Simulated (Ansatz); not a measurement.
A run for Ansatz (a quantum-chemistry and plane-wave program): R-B3LYP/def2-TZVPP on CH5O (SMILES C[OH2+]). Charge +1.

Ansatz 0.2 input:
```yaml
crystal:
  periodic: [false, false, false]
  atoms:
    - {symbol: C, position_ang: [-0.78224673, 0.13563419, 0.07053244]}
    - {symbol: O, position_ang: [0.70347931, -0.10959158, -0.13365401]}
    - {symbol: H, position_ang: [-1.26728545, -0.58599790, -0.57610035]}
    - {symbol: H, position_ang: [-0.93818005, 1.15260660, -0.26946949]}
    - {symbol: H, position_ang: [-1.00709303, -0.00719914, 1.12172740]}
    - {symbol: H, position_ang: [0.99410859, -1.02202515, 0.04568450]}
    - {symbol: H, position_ang: [1.28712727, 0.52593967, 0.31869299]}
basis:
  gaussian:
    orbitals: def2-TZVPP
hamiltonian:
  xc: {name: B3LYP}
total_charge: 1
accuracy: high
phonons: {}
scf: {lower_state_search: off}
```

The head of its log:

```
Functional definition: B3LYP
[...]
these checks for a lower state are left out or cut short: stability, starts, cluster_reference, orbital_swaps, neighbouring_geometries, increment
integrals: 0.26 GiB planned
2548 factors; integrals over basis functions are off by at most 2.2e-9 eV
mean field: 0.60 GiB planned
mean field evaluation 1: about -3146.4208 eV, gradient 8.5e1 eV
mean field evaluation 2: about -3135.5892 eV, gradient 1.1e2 eV
```

Q: What total energy does the run end on?

A: -116.0778 hartree.
